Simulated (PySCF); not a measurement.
## PBE on Sc⁺ (scandium, charge +1)

Configuration: [Ar] 3d1 4s1, high-spin 3D determinant. Computed with PySCF 2.14 in Sapporo-DKH3-DZP-2012 (6s5p3d1f, 43 functions), with scalar relativity by spin-free X2C-1e.

```json
{
 "Total energy": "-763.709 hartree",
 "One-electron energy": "-1039.572 hartree",
 "Hartree (Coulomb) energy": "314.697 hartree",
 "Exchange-correlation energy": "-38.833 hartree",
 "⟨S²⟩": "2.0003",
 "⟨L²⟩": "6.004",
 "Sum of ⟨r⟩": "16.92 bohr",
 "Sum of ⟨r²⟩": "30.00 bohr²",
 "Traceless quadrupole moment −½Σ⟨3z² − r²⟩ along its main axis": "0.896 e·bohr²",
 "Langevin diamagnetic susceptibility": "-23.8 ×10⁻⁶ cm³/mol",
 "Time after the integrals": "0.57 s of wall time on 1 thread of Neoverse-V2 (shared host)"
}
```

```tsv
shell	electrons	mean orbital energy (hartree)	spread (hartree)	rms radius, mean of both spins (bohr)
1s α	1	-161.77940	0	0.0844
1s β	1	-161.77841	0	0.0844
2s α	1	-17.69519	0	0.373
2s β	1	-17.68688	0	0.373
2p α	3	-14.53647	0.01133	0.342
2p β	3	-14.52978	0.01750	0.342
3s α	1	-2.29751	0	1.15
3s β	1	-2.26637	0	1.15
3p α	3	-1.51132	0.01601	1.27
3p β	3	-1.47848	0.04557	1.27
3d α	1	-0.39788	0	1.94
4s α	1	-0.37538	0	3.60
```

Densities and radii are taken from the X2C orbitals without a picture-change correction, which distorts them close to the nucleus.
